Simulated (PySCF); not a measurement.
**Chlorine: highly charged ions in a basis for the neutral atom**

Cl⁷⁺ [Ne], Cl⁸⁺ [He] 2s2 2p5. Calculation: PySCF 2.14, in aug-cc-pVDZ-DK (5s4p2d, 27 functions); scalar relativity by spin-free X2C-1e. No spin-orbit coupling, so a gap to NIST mixes the basis error with missing relativistic terms.

Changed run: basis of the neutral atom used for a highly charged ion. This setting is unsound on purpose.

| species | method | sound run (hartree) | changed run (hartree) | converged |
| --- | --- | --- | --- | --- |
| Cl⁷⁺ | UHF | not run | -446.13463 | yes |
| Cl⁷⁺ | M06-2X | not run | -446.53720 | yes |
| Cl⁷⁺ | MN15 | not run | -446.64074 | yes |
| Cl⁸⁺ | UHF | not run | -433.27803 | yes |
| Cl⁸⁺ | M06-2X | not run | -433.63431 | yes |
| Cl⁸⁺ | MN15 | not run | -433.70096 | yes |

Ionisation energy of Cl⁷⁺:

```
method  changed run (eV)  NIST (eV)
   UHF            349.85     348.31
M06-2X            351.11     348.31
  MN15            352.11     348.31
```

The contracted functions were made for the neutral atom and can be too rigid for a highly charged ion.
